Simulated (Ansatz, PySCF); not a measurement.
C2H6Be, charge -1, doublet, at a GFN2-xTB geometry (such geometries of metal compounds can be far from the true shape) (a state made from the parent by changing its charge; the spin is typed, not shown lowest) (in this run its highest filled SCF level lies above zero, so its values depend strongly on the basis, on diffuse functions most of all). Base run: B3LYP5/def2-SVPD run with PySCF.

Geometry (Å):
```xyz
9

Be    -0.4933     0.6412    -0.5161
C      1.2457     0.0625    -0.9002
H      1.2636    -1.0334    -1.0174
H      1.9112     0.2691    -0.0460
H      1.7908     0.4496    -1.7825
C     -1.1280    -0.2155     1.0234
H     -1.1113    -1.3087     0.8828
H     -2.1388     0.0028     1.4183
H     -0.4484    -0.0262     1.8703
```
Charge -1, spin multiplicity 2.
Orbitals are unrestricted.
All else is at PySCF's defaults.

The same geometry, method and basis name were run in Ansatz (a quantum-chemistry and plane-wave program) and PySCF, at each program's defaults and at the settings that a row names. The base is PySCF at its defaults. Differences at the defaults can come from grids, fitting, cores and function types together.

```json
[
 {"code and settings": "PySCF, defaults (exact integrals, its default grid, spherical functions)", "ΔE vs base (mEh)": "0.000", "basis functions": "100", "E (Eh)": "-94.39813", "SCF cycles": "10"},
 {"code and settings": "Ansatz, defaults (factorised integrals, its default grid, spherical functions)", "ΔE vs base (mEh)": "0.001", "basis functions": "100", "E (Eh)": "-94.39813", "SCF cycles": "-"},
 {"code and settings": "PySCF, density fitting with def2-universal-jkfit", "ΔE vs base (mEh)": "-0.059", "basis functions": "100", "E (Eh)": "-94.39819", "SCF cycles": "10"},
 {"code and settings": "PySCF, fine grid", "ΔE vs base (mEh)": "0.000", "basis functions": "100", "E (Eh)": "-94.39813", "SCF cycles": "10"},
 {"code and settings": "Ansatz, high accuracy", "ΔE vs base (mEh)": "0.000", "basis functions": "100", "E (Eh)": "-94.39813", "SCF cycles": "-"}
]
```

Open shells are given as the SCF converged; they aren't shown to be the lowest states, and a large step between rows can be another state.
